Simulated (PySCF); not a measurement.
Species: C7H10N2.
Z-matrix (Å and degrees, PBE0-D3(BJ)/def2-SVP geometry), rows numbered from 1:
```
C 
N   1  1.4362
C   2  1.4405  1  118.28
C   2  1.3697  1  120.35  3   179.48
C   4  1.4181  2  121.31  1     0.11
C   5  1.3853  4  118.56  2  -179.99
C   6  1.3961  5  120.10  4    -0.02
C   7  1.3916  6  116.83  5     0.02
N   8  1.3263  7  124.21  6    -0.02
H   1  1.0975  2  108.97  3     0.44
H   1  1.1053  2  112.35  3   119.56
H   1  1.1054  2  112.39  3  -118.72
H   3  1.1046  2  111.32  1    60.58
H   3  1.0957  2  108.30  1  -179.80
H   3  1.1043  2  111.26  1   -60.16
H   5  1.0891  4  121.42  2     0.00
H   6  1.0934  5  119.44  4   179.99
H   7  1.0908  6  122.02  5   179.98
H   8  1.0971  7  120.03  6   179.98
```

Computed with PBE0-D3(BJ)/def2-SVP geometry optimisation, gas phase in PySCF 2.14.0.

Masses are those of the commonest isotopes; rigid-rotor values at the optimised geometry. 

(1) Give the principal moments of inertia and the rotational constants in MHz.

(2) What kind of rotor is it?

(3) What does the inertial defect say?

(4) Give the other two planar moments, Paa and Pbb, and the rms extents of the mass along the axes.

(5) Where do the levels up to J = 5 lie, in MHz?

(6) Which lines would a microwave search look for?

## Answers

(1) Ia = 140.74, Ib = 396.73, Ic = 531.03 u·Å²; 505379 MHz·u·Å²/I gives A = 3591, B = 1274, C = 951.7 MHz.

(2) An asymmetric top: κ = (2 × 1274 − 3591 − 951.7)/(3591 − 951.7) = -0.76.

(3) Not planar: Δ = Ic − Ia − Ib = -6.44 u·Å². For a rigid frame Δ = −2 Σ m c², so Σ m c² = 3.22 u·Å² lies off the ab plane, practically all of it from hydrogen. The atom farthest from that plane is 0.90 Å away.

(4) Paa = Σ m a² = (Ib + Ic − Ia)/2 = 393.51 and Pbb = Σ m b² = (Ia + Ic − Ib)/2 = 137.52 u·Å². With the mass M = 122.08 u, the rms extents √(P/M) along a, b and c are 1.80, 1.06, 0.16 Å.

(5) Above 0(0,0):
J = 1: 1(0,1) 2226, 1(1,1) 4543, 1(1,0) 4865
J = 2: 2(0,2) 6645, 2(1,2) 8672, 2(1,1) 9638, 2(2,1) 16589, 2(2,0) 16621
J = 3: 3(0,3) 13199, 3(1,3) 14846, 3(1,2) 16777, 3(2,2) 23266, 3(2,1) 23421, 3(3,1) 35676, 3(3,0) 35678
J = 4: 4(0,4) 21804, 4(1,4) 23047, 4(1,3) 26255, 4(2,3) 32144, 4(2,2) 32595, 4(3,2) 44635, 4(3,1) 44648, 4(4,1) 61931, 4(4,0) 61931
J = 5: 5(0,5) 32379, 5(1,5) 33251, 5(1,4) 38030, 5(2,4) 43202, 5(2,3) 44206, 5(3,3) 55852, 5(3,2) 55905, 5(4,2) 73128, 5(4,1) 73129, 5(5,1) 95367, 5(5,0) 95367

(6) The dipole components are |μa| = 1.16 D, |μb| = 1.51 D, |μc| = 0.00 D; the mirror of this Cs structure is the ab plane, so μc vanishes by symmetry (the 0.01 D computed is a residue) and there are no c-type lines. Intensities carry the squares of the components, which stand as 0.59 : 1.00 (a : b). Some lines, for components of 0.1 D or more:

| type | branch | J(Ka,Kc) | MHz | lower level (cm⁻¹) |
| --- | --- | --- | --- | --- |
| a | Q | 1(1,0) ← 1(1,1) | 322 | 0.152 |
| a | Q | 2(1,1) ← 2(1,2) | 966 | 0.289 |
| a | Q | 3(1,2) ← 3(1,3) | 1931 | 0.495 |
| a | R | 1(0,1) ← 0(0,0) | 2226 | 0.000 |
| b | Q | 1(1,0) ← 1(0,1) | 2639 | 0.074 |
| b | Q | 3(1,2) ← 3(0,3) | 3579 | 0.440 |
| a | R | 2(1,2) ← 1(1,1) | 4129 | 0.152 |
| b | R | 3(0,3) ← 2(1,2) | 4527 | 0.289 |
| b | R | 1(1,1) ← 0(0,0) | 4543 | 0.000 |
| a | R | 2(1,1) ← 1(1,0) | 4773 | 0.162 |
| b | R | 2(1,2) ← 1(0,1) | 6446 | 0.074 |
| a | R | 3(0,3) ← 2(0,2) | 6553 | 0.222 |
| b | Q | 3(2,1) ← 3(1,2) | 6643 | 0.560 |
| a | R | 3(2,2) ← 2(2,1) | 6677 | 0.553 |
| a | R | 3(2,1) ← 2(2,0) | 6800 | 0.554 |
| b | Q | 2(2,0) ← 2(1,1) | 6983 | 0.321 |
| a | R | 3(1,2) ← 2(1,1) | 7139 | 0.321 |
| b | Q | 2(2,1) ← 2(1,2) | 7918 | 0.289 |
| b | Q | 3(2,2) ← 3(1,3) | 8420 | 0.495 |
| b | R | 2(2,1) ← 1(1,0) | 11725 | 0.162 |
| b | R | 2(2,0) ← 1(1,1) | 12078 | 0.152 |
| b | Q | 3(3,1) ← 3(2,2) | 12410 | 0.776 |
| b | R | 3(2,2) ← 2(1,1) | 13628 | 0.321 |
| b | R | 3(3,1) ← 2(2,0) | 19055 | 0.554 |
| b | R | 3(3,0) ← 2(2,1) | 19088 | 0.553 |

PBE0-D3(BJ)/def2-SVP frequencies: not computed here. Constants of a rigid frame at the computed geometry: no zero-point averaging, no centrifugal distortion. A rigid rotor knows nothing of internal rotation, which can split or shift real lines. Quadrupole hyperfine structure (14N) is left out.
